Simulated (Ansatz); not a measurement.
C2H8AlFSi can be A, `[CH3][AlH][CH2][SiH2]F`, or B, `CC[SiH](F)[AlH2]`.

Isolated molecules relaxed with PBE0-D4/def2-TZVP in Ansatz; ΔE leaves out vibrations. CCSD(T)/CBS is the MP2 limit (def2-TZVPP, def2-QZVPP) plus CCSD(T) − MP2 in def2-TZVPP, frozen cores. DFT in def2-TZVPP. B3LYP here is the variant with VWN-RPA as its local correlation; programs differ in this. Each species was taken in one conformer, which may not be the lowest.

A:

Z-matrix (Å, degrees):
```
C
Al 1 1.948
H 1 1.096 2 110.2
H 1 1.095 2 111.4 3 117.5
H 1 1.093 2 113.2 3 -120.4
C 2 1.960 1 120.7 3 115.0
H 2 1.590 1 120.8 3 -65.1
Si 6 1.838 2 116.0 1 -77.9
H 6 1.096 2 108.7 1 159.2
H 6 1.098 2 107.2 1 42.2
F 8 1.605 6 111.8 2 178.8
H 8 1.486 6 111.3 2 -62.1
H 8 1.486 6 111.0 2 59.9
```

B:

Z-matrix (Å, degrees):
```
C
C 1 1.527
H 1 1.092 2 111.2
H 1 1.093 2 111.5 3 -120.2
H 1 1.093 2 111.2 3 119.7
Si 2 1.875 1 113.6 3 -59.6
H 2 1.097 1 110.7 3 179.9
H 2 1.096 1 110.4 3 63.0
Al 6 2.473 2 114.3 1 -179.6
F 6 1.618 2 107.8 1 57.4
H 6 1.498 2 107.6 1 -56.1
H 9 1.589 6 122.6 2 -122.4
H 9 1.592 6 118.7 2 57.7
```

Q: Which is lower in electronic energy at CCSD(T)/CBS, and by how much? (Estimate.)

A: The calculation gave: A, by 86.2 kJ/mol.

Q: Give E(B) − E(A) in kJ/mol with ωB97M-V, B3LYP-D4, PBE-D4, HF/def2-TZVPP, CCSD(T)/def2-TZVPP, r2SCAN-D4, PBE0-D4. (An estimate is asked.)

A: Computed: ωB97M-V 92.5, B3LYP-D4 81.0, PBE-D4 72.9, HF/def2-TZVPP 79.4, CCSD(T)/def2-TZVPP 84.5, r2SCAN-D4 88.7, PBE0-D4 76.1. None reverses the order clearly.

Largest T1 diagnostic: 0.011.

In def2-TZVPP, CCSD(T) changes the Hartree–Fock value by +5.1 kJ/mol (the triples alone add +1.0 kJ/mol) and MP2 by +16.4 kJ/mol.
